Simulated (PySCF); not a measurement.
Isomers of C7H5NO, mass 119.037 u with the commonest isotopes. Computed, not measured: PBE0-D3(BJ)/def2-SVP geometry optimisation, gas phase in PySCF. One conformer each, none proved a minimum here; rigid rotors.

Task: Order these by dipole moment, largest first.
A. `[N:1]#[C:2][O:3][c:4]1[cH:5][cH:6][cH:7][cH:8][cH:9]1` with C2–O3–C4–C5 -178°
B. benzoxazole (`c1ccc2ocnc2c1`)
C. `[N:1]#[C:2][c:3]1[cH:4][cH:5][cH:6][cH:7][c:8]1[OH:9]` with C7–C8–O9–H 180° (ortho-cyanophenol)
D. `c12ccoc2cncc1`
E. `[N:1]#[C:2][c:3]1[cH:4][cH:5][c:6]([OH:7])[cH:8][cH:9]1` with C5–C6–O7–H 180°
F. `[O:1]=[C:2]=[N:3][c:4]1[cH:5][cH:6][cH:7][cH:8][cH:9]1` with C2–N3–C4–C5 179° (phenyl isocyanate)
G. `[N:1]#[C:2][c:3]1[cH:4][cH:5][cH:6][c:7]([OH:8])[cH:9]1` with C6–C7–O8–H 180° (meta-cyanophenol)

Result: E (5.27 D), A (4.38 D), G (3.58 D), C (3.21 D), D (2.99 D), F (2.39 D), B (1.31 D).

Task: Order these by rotational constant C, largest first.
A. `[N:1]#[C:2][c:3]1[cH:4][cH:5][c:6]([OH:7])[cH:8][cH:9]1` with C5–C6–O7–H 180° (4-hydroxybenzonitrile)
B. `[N:1]#[C:2][c:3]1[cH:4][cH:5][cH:6][cH:7][c:8]1[OH:9]` with C7–C8–O9–H 180° (ortho-cyanophenol)
C. `c1cc2ccoc2cn1`
D. `[O:1]=[C:2]=[N:3][c:4]1[cH:5][cH:6][cH:7][cH:8][cH:9]1` with C2–N3–C4–C5 179° (phenyl isocyanate)
E. `[N:1]#[C:2][c:3]1[cH:4][cH:5][cH:6][c:7]([OH:8])[cH:9]1` with C6–C7–O8–H 180° (meta-cyanophenol)

Result: C (1188 MHz), B (1013 MHz), E (892.3 MHz), A (842.4 MHz), D (798.6 MHz).

Task: Order these by rotational constant A, largest first.
A. `C1=CC2=C(C=N1)OC=C2`
B. `[O:1]=[C:2]=[N:3][c:4]1[cH:5][cH:6][cH:7][cH:8][cH:9]1` with C2–N3–C4–C5 179°
C. `c1ccc2ocnc2c1` (benzoxazole)
D. `[N:1]#[C:2][O:3][c:4]1[cH:5][cH:6][cH:7][cH:8][cH:9]1` with C2–O3–C4–C5 -178°
E. `[N:1]#[C:2][c:3]1[cH:4][cH:5][cH:6][cH:7][c:8]1[OH:9]` with C7–C8–O9–H 180°
F. `[N:1]#[C:2][c:3]1[cH:4][cH:5][c:6]([OH:7])[cH:8][cH:9]1` with C5–C6–O7–H 180°
G. `[N:1]#[C:2][c:3]1[cH:4][cH:5][cH:6][c:7]([OH:8])[cH:9]1` with C6–C7–O8–H 180°

Result: F (5626 MHz), B (5400 MHz), D (4745 MHz), A (4075 MHz), C (3988 MHz), G (3411 MHz), E (3069 MHz).

```tsv
SMILES	point group	Ia (u·Å²)	Ib (u·Å²)	Ic (u·Å²)	κ	μa (D)	μb (D)	μc (D)
N#Cc1cccc(O)c1	Cs	148.17	418.20	566.37	-0.75	3.58	0.10	0.00
c1cc2ccoc2cn1	Cs	124.02	301.46	425.49	-0.66	2.47	1.67	0.00
N#Cc1ccc(O)cc1	Cs	89.83	510.10	599.93	-0.94	5.09	1.37	0.00
N#Cc1ccccc1O	Cs	164.68	334.35	499.03	-0.51	3.21	0.07	0.01
c1ccc2ocnc2c1	Cs	126.71	295.47	422.18	-0.63	0.59	1.17	0.00
c1ccc2oncc2c1	Cs	125.54	304.64	430.18	-0.66	2.76	1.36	0.00
O=C=Nc1ccccc1	Cs	93.59	539.21	632.79	-0.94	2.38	0.21	0.00
N#COc1ccccc1	–	106.51	454.73	561.20	-0.89	4.32	0.72	0.03
```
